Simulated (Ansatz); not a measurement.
`[OH][Al]([SH])[Cl]` and `[OH][Al]([Cl])[SiH2]Cl` differ in one atom or group.

Ansatz, PBE0-D4/def2-TZVP geometries, multiplicity 1. Each molecule was computed in one conformer, which needn't be the lowest.

```csv
property,`[OH][Al]([SH])[Cl]`
HOMO–LUMO gap (PBE0/def2-TZVPP) / eV,7.25
HOMO energy (B3LYP/def2-TZVPP) / eV,-7.70
LUMO energy (ωB97M-V/def2-TZVPP) / eV,0.92
HOMO–LUMO gap (B3LYP/def2-TZVPP) / eV,6.69
HOMO energy (PBE0/def2-TZVPP) / eV,-7.97
HOMO–LUMO gap (PBE/def2-TZVPP) / eV,5.17
```

Task: Give the same properties after the change, and the shifts. (Estimate.)

Result: Computed: 
```json
{"property": "HOMO–LUMO gap (PBE0/def2-TZVPP) / eV", "`[OH][Al]([Cl])[SiH2]Cl`": "6.58", "shift": "-0.67"}
{"property": "HOMO energy (B3LYP/def2-TZVPP) / eV", "`[OH][Al]([Cl])[SiH2]Cl`": "-7.85", "shift": "-0.15"}
{"property": "LUMO energy (ωB97M-V/def2-TZVPP) / eV", "`[OH][Al]([Cl])[SiH2]Cl`": "0.23", "shift": "-0.69"}
{"property": "HOMO–LUMO gap (B3LYP/def2-TZVPP) / eV", "`[OH][Al]([Cl])[SiH2]Cl`": "6.21", "shift": "-0.48"}
{"property": "HOMO energy (PBE0/def2-TZVPP) / eV", "`[OH][Al]([Cl])[SiH2]Cl`": "-8.07", "shift": "-0.10"}
{"property": "HOMO–LUMO gap (PBE/def2-TZVPP) / eV", "`[OH][Al]([Cl])[SiH2]Cl`": "4.68", "shift": "-0.49"}
```

With PBE0 the HOMO falls by 0.10 eV and the LUMO falls by 0.75 eV, so the gap narrows by about 0.65 eV. PBE moves the HOMO by -0.16 eV and ωB97M-V by 0.08 eV.

B3LYP here is the variant with VWN-RPA as its local correlation; programs differ in this.
